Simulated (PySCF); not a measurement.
Ligand exchange on a metal centre used in film growth or etching (Ti F-H). All species are isolated molecules in the gas phase.

Quantity: redistribution energy (mixed species minus the weighted end members), in eV.

A: 2 of 4 F replaced by H: [Ti(F)2(H)2]
B: 3 of 4 F replaced by H: [Ti(F)(H)3]
C: 1 of 4 F replaced by H: [Ti(F)3(H)]

Q: Order them by redistribution energy (mixed species minus the weighted end members) (lowest first) at the level B3LYP/3-21G // BP86-D3(BJ)/def2-SVP (PySCF).

A: A (-0.50 eV), C (-0.380 eV), B (-0.362 eV)
